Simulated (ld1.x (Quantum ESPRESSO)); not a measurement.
Before and after: TM potential for selenium (Se)

Se (Z = 34), norm-conserving Troullier–Martins (Kleinman–Bylander form), made with ld1.x (Quantum ESPRESSO) 7.5 (LDA (PZ), scalar-relativistic). Core [Ar] 3d10, reference 4s2 4p4. Waves: 4s (bound): rc 1.45 bohr; 4p (bound): rc 1.85 bohr; 4d channel at 0.05 Ry: rc 1.60 bohr. Local part: the d channel. Core correction: none.

Change: reference 4s2 4p2.

Cutoffs: the cutoffs (Ry, on a coarse ladder) from which the occupation-weighted sum of valence levels, in a spherical-Bessel basis at the reference potential, stays within 10 and 1 mRy of its value at 400 Ry; they do not see the model core or the augmentation charge, which bear on the density cutoff. Errors are all-electron minus pseudo energies relative to the spin-unpolarised reference configuration.

Q: What does the change do?

A: The potential gets harder (25 Ry and 55 Ry → 40 Ry and 55 Ry); the bound ghost in p, s disappears; the range in which the d phases agree widens (upper end 0.9 → 3.3).

| quantity | base | changed |
| --- | --- | --- |
| cutoff, loose | 25 Ry | 40 Ry |
| cutoff, tight | 55 Ry | 55 Ry |
| loose cutoff by channel (10 mRy a level) | s 18 Ry, p 18 Ry | s 21 Ry, p 18 Ry |
| bound ghosts | s, p | none |
| largest error over its own tests, meV | +198 | +100 |
| s: phases at 2.00 bohr within 0.05 rad from the reference energy up to (Ry; the scan ends near 5) | 2.1 | 3.0 |
| p: phases at 2.00 bohr within 0.05 rad from the reference energy up to (Ry; the scan ends near 5) | to the end of the scan | 4.0 |
| d: phases at 2.00 bohr within 0.05 rad from the reference energy up to (Ry; the scan ends near 5) | 0.9 | 3.3 |

 A true bound ghost makes a file unfit for plane-wave use even where its test errors are small: the radial tests pick states by their node count and pass the ghost by.
